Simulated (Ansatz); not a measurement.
One change: `[OH][Al]([Cl])[CH2][SiH3]` becomes `OB(Cl)C[SiH3]`.

Ansatz, PBE0-D4/def2-TZVP geometries, multiplicity 1. Each molecule was computed in one conformer, which needn't be the lowest.

```
                             property  `[OH][Al]([Cl])[CH2][SiH3]`
    LUMO energy (PBE/def2-TZVPP) / eV                        -1.30
  LUMO energy (B3LYP/def2-TZVPP) / eV                        -0.76
    HOMO energy (PBE/def2-TZVPP) / eV                        -7.30
HOMO–LUMO gap (B3LYP/def2-TZVPP) / eV                         7.59
   HOMO energy (PBE0/def2-TZVPP) / eV                        -8.58
  HOMO–LUMO gap (PBE/def2-TZVPP) / eV                         6.00
```

What does the change do to each property? (Estimate.)

Ansatz gave: 
| property | `OB(Cl)C[SiH3]` | shift |
| --- | --- | --- |
| LUMO energy (PBE/def2-TZVPP) / eV | -1.11 | 0.19 |
| LUMO energy (B3LYP/def2-TZVPP) / eV | -0.34 | 0.42 |
| HOMO energy (PBE/def2-TZVPP) / eV | -7.50 | -0.20 |
| HOMO–LUMO gap (B3LYP/def2-TZVPP) / eV | 8.30 | 0.71 |
| HOMO energy (PBE0/def2-TZVPP) / eV | -8.89 | -0.31 |
| HOMO–LUMO gap (PBE/def2-TZVPP) / eV | 6.39 | 0.39 |

With PBE0 the HOMO falls by 0.31 eV and the LUMO rises by 0.34 eV, so the gap widens by about 0.65 eV. PBE moves the HOMO by -0.20 eV and ωB97M-V by -0.38 eV.

Positive LUMOs are unbound, so they and the gaps depend on the basis.

B3LYP here is the variant with VWN-RPA as its local correlation; programs differ in this.
